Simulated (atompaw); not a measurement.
## calcium: one change to a PAW (atompaw) potential, before and after

atompaw 4.2.0.5 input, output lines left out:

```
Ca 20
LDA-PW scalarrelativistic loggrid 1500 logderivrange -5 5 251
4 4 3 0 0 0
4 1 0
3 2 0
0 0 0
c
c
v
v
c
v
v
v
2
2.45 2.00 1.80 1.60
n
n
y
0.4
n
custom polynom2 7 10 vanderbiltortho gaussian
3 -0.5 troulliermartins
1.45
2.10
1.80
1.90
2.45
2.45
```

All-electron outer shells of the reference configuration (LDA (PW92), scalar-relativistic, ld1.x):

| shell | level (eV) | outermost node (bohr) | outermost maximum (bohr) |
| --- | --- | --- | --- |
| 2s | -413.12 | 0.10 | 0.30 |
| 2p | -334.58 | – | 0.25 |
| 3s | -46.83 | 0.45 | 0.99 |
| 3p | -27.99 | 0.42 | 1.04 |
| 4s | -3.86 | 1.43 | 3.33 |
| 3d | -2.13 | – | 1.27 |
| 4p | -1.44 | 1.63 | 4.39 |

Change: all radii scaled by about 1.23 (s 1.78, p 2.22, d 3.02 bohr); local potential troulliermartins scheme with l = 3 at -0.5 Ry, radius 2.22 bohr; augmentation gaussian compensation charge, radius 2.46 bohr; PAW radius 3.02 bohr; waves and projectors: custom polynom2 7 10 vanderbiltortho; core correction smooth core density matched at 1.96 bohr.

Cutoffs: the cutoffs (Ry, on a coarse ladder) from which the occupation-weighted sum of valence levels, in a spherical-Bessel basis at the reference potential, stays within 10 and 1 mRy of its value at 400 Ry; they do not see the model core or the augmentation charge, which bear on the density cutoff.

Problem. What does the change do?

Solution. The potential gets softer (21 Ry and 25 Ry → 18 Ry and 25 Ry); neither file shows a bound ghost. A larger radius leaves more room for a smooth pseudo-wave, so fewer plane waves are needed.

```tsv
quantity	base	changed
cutoff, loose	21 Ry	18 Ry
cutoff, tight	25 Ry	25 Ry
loose cutoff by channel (10 mRy a level)	s 12 Ry, p 18 Ry	s 12 Ry, p 10 Ry
bound ghosts	none	none
lowest overlap eigenvalue by channel	s 0.68, p 0.88, d 0.95	s 0.40, p 0.76, d 0.97
```

 The cutoffs see the waves, projectors and local potential, not the compensation charge or the core.
